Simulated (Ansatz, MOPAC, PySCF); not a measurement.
Molecule: SiAsH4, charge 0, multiplicity 2. SMILES: [AsH2][SiH2]
Structure (B3LYP-D3(BJ)/def2-TZVP (Ansatz, a program for electronic structure) minimum search):
```
Si
H 1 1.4898
H 1 1.4898 2 107.93
As 1 2.3749 2 108.49 3 117.37
H 4 1.5241 1 94.33 2 168.24
H 4 1.5241 5 93.15 1 94.58
```
Charge 0, spin multiplicity 2.

Property: vertical ionisation energy to the singlet, in eV. Set-up: LANL2DZ with its own core potentials from Na on; 6-31G* and kin with 6d, 5d where marked; each state is the SCF solution reached for its charge and spin; spin-orbit terms left out; no dispersion term unless named; open shells spin-unrestricted; non-relativistic. Ab initio and DFT rows: single points at B3LYP-D3(BJ) geometries (Ansatz). Semi-empirical rows: differences of heats of formation at the shared geometry for vertical values.

```tsv
level	program	vertical ionisation energy to the singlet (eV)
PM3	MOPAC	8.17
PM6	MOPAC	7.04
HF/6-31G*	Ansatz	7.83
HF/6-31G* with LANL2DZ past Ar	Ansatz	7.94
B3LYP/6-31G*	Ansatz	8.01
B3LYP/6-31G* with LANL2DZ past Ar	Ansatz	8.06
PBE/def2-TZVPD	Ansatz	7.95
M06-2X/def2-TZVPD	PySCF	8.08
```

No value to compare with is used here. The 6 habitual levels span 7.04 (PM6) to 8.17 eV (PM3); M06-2X/def2-TZVPD gives 8.08.

The levels are drawn from those run, B3LYP/6-31G* more often than the rest, none by its result; runs whose electronic state is in doubt are left out.
